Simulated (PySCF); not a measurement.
## Structure revision by computed shifts

A compound C4H10BN gives the data below (simulated from a calculation) and was assigned the structure `B1CCCCN1`.

13C{1H} NMR (computed): δ 57.6 (CH), 36.1 (CH2, 2C), 15.1 (CH2).

1H NMR (500 MHz, computed): δ 4.62 (br s, 1H), 4.61 (br, 2H), 3.55 (ttd, J = 10.3, 8.2, 1.4 Hz, 1H), 2.24 (m, 2H), 1.66 (m, 2H), 1.47 (m, 1H), 1.45 (m, 1H).

PySCF 2.14.0 with density-fitted response routines calculation with PBE0-D3(BJ)/def2-SVP geometry, σ from GIAO-PBE0/pcSseg-1 and B3LYP/pcJ-1 coupling constants (spin–dipole term only in couplings to heteroatoms); single conformer, no solvent, non-relativistic Hamiltonian, fast rotation and ring inversion assumed for equivalent nuclei.

δ = σ(ref) − σ, references computed at the same level: TMS for 1H (σ = 31.27 ppm) and 13C (σ = 184.41 ppm).

(1) Compare with the shifts computed for the proposed structure, pairing carbons in order of shift.

(2) Which isomer fits?

Answers

(1) Atoms are numbered as in `[BH:1]1[CH2:2][CH2:3][CH2:4][CH2:5][NH:6]1` (H(Xn): hydrogen on atom n).

```csv
atom,computed for proposal,given list,difference
C5,53.7,57.6,-3.9
C2,35.6,36.1,-0.5
C4,34.2,36.1,-1.9
C3,26.2,15.1,+11.1
```

The rms difference is 6.0 ppm and the largest +11.1 ppm at C3 (sp3 CH2 in a ring). The proposal also would give 4 carbon signals, not 3. The carbon types in order of shift don't match either: CH2, CH2, CH2, CH2 for the proposal against CH, CH2, CH2, CH2 in the data. The proposal doesn't fit.

(2) SMILES BNC1CCC1.

- δC 57.6: sp3 CH bonded to N; pulled downfield by the heteroatom.
- δC 36.1, 15.1: sp3 CH2 in a ring; aliphatic region, no heteroatom directly attached.
- δH 4.62: hydrogen on a nitrogen bonded to C, B; exchangeable; this is the value without hydrogen bonding to other molecules.
- δH 3.55: hydrogen on an sp3 CH bonded to N; its carbon carries N, an electronegative neighbour.

The shifts were computed for this structure.

Exchangeable OH/NH protons stand at their gas-phase positions; hydrogen bonding in a real sample shifts them, mostly to higher δ. Hydrogens on boron are broadened and split by 11B (spin 3/2, 80 %) and 10B (spin 3). Splittings below 1 Hz are ignored in the labels, and close J values are merged. Couplings among chemically equivalent protons are left out too, so labels in AA′BB′ or AA′XX′ sets are apparent multiplicities. Unscaled 3J(H,H) at this level run about 10 % above measured values. Shifts are as computed. Against solution values, carbons near 30 ppm lie about +2 ppm off and those near 130 ppm about +5 ppm. Of 1313 compounds with measured shifts, 239 miss one by over three times the rms of a fit or turn the order of signals round; such compounds aren't used in these exercises. Couplings to exchangeable protons are dropped. Vicinal couplings across rotatable single bonds and in flexible rings belong to the one computed conformer; a conformer average would change them.
